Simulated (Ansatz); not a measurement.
Li7⁺. Total charge 1; singlet. Geometry PBE/def2-TZVP.

Cartesian coordinates in Å:
```
Li 1.9282 0.6902 2.4265
Li 0.8012 -1.7002 0.8879
Li -0.7824 -0.7267 -1.7839
Li -2.1846 -2.2482 0.4941
Li -0.7309 0.5991 0.6450
Li 1.6865 1.0516 -0.6193
Li -0.7180 2.3343 -2.0504
```

HSE06 is defined as in plane-wave codes, on full-range PBE exchange. The restricted singlet is unstable towards broken spin symmetry in Hartree–Fock (as tested in another run); at PBE/def2-TZVP, r2SCAN/def2-TZVP, r2SCANh/def2-TZVP, PBE0/def2-TZVP and others this wasn't settled. Another isomer (singlet) lies 0.29 eV lower at PBE0/def2-TZVP; other spin states weren't run for this one.

Problem. Estimate the orbital energies around the gap (eV) in Ansatz with PBE/def2-TZVP, r2SCAN/def2-TZVP, r2SCANh/def2-TZVP, PBE0/def2-TZVP, HSE06/def2-TZVP.

Solution. 
```
orbital  PBE/def2-TZVP  r2SCAN/def2-TZVP  r2SCANh/def2-TZVP  PBE0/def2-TZVP  HSE06/def2-TZVP
 HOMO−9         -54.36            -55.91             -57.37          -58.42           -58.00
 HOMO−8         -54.34            -55.90             -57.35          -58.40           -57.98
 HOMO−7         -54.34            -55.90             -57.35          -58.40           -57.98
 HOMO−6         -53.84            -55.37             -56.84          -57.94           -57.51
 HOMO−5         -53.83            -55.36             -56.84          -57.93           -57.51
 HOMO−4         -53.83            -55.36             -56.83          -57.93           -57.50
 HOMO−3         -53.54            -55.05             -56.53          -57.63           -57.21
 HOMO−2          -8.04             -8.13              -8.44           -8.87            -8.46
 HOMO−1          -6.61             -6.57              -6.78           -7.13            -6.79
   HOMO          -6.60             -6.56              -6.77           -7.12            -6.78
   LUMO          -5.63             -5.43              -5.25           -5.09            -5.42
 LUMO+1          -4.93             -4.66              -4.49           -4.40            -4.72
 LUMO+2          -4.87             -4.66              -4.48           -4.34            -4.66
 LUMO+3          -4.87             -4.63              -4.47           -4.34            -4.66
 LUMO+4          -4.27             -3.89              -3.73           -3.69            -4.02
 LUMO+5          -4.26             -3.88              -3.72           -3.68            -4.02
```
